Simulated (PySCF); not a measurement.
B(AsH2)2(OH) (As2BH5O), SMILES OB([AsH2])[AsH2]. Geometry: B3LYP-D3(BJ)/def2-SVP. This is a generated structure with no PubChem entry under its InChIKey; it may be hypothetical. One conformer was computed; it need not be the lowest.

All values below come from B3LYP-D3(BJ)/def2-SVP (PySCF).

Harmonic wavenumbers (cm⁻¹): 114, 117, 135, 247, 325, 330, 539, 579, 630, 693, 699, 766, 990, 995, 1091, 1350, 2153, 2183, 2196, 2201, 3809. Rotational constants (GHz): 4.894, 1.015, 0.8525; symmetry number 1.

Task: Work out the zero-point energy and the ideal-gas rigid-rotor harmonic-oscillator thermochemistry at 298.15 K and 1 atm.

Result: ZPE = ½ Σ hcν = ½ × 22141 cm⁻¹ = 31.65 kcal/mol. H − E(el) = 36.71 kcal/mol. Entropy in cal/(mol K): translation 41.50, rotation 28.72, vibration 16.11, total 86.33. G − E(el) = 10.97 kcal/mol. Cp = 25.55 cal/(mol K). Modes under 150 cm⁻¹ make the vibrational entropy uncertain.
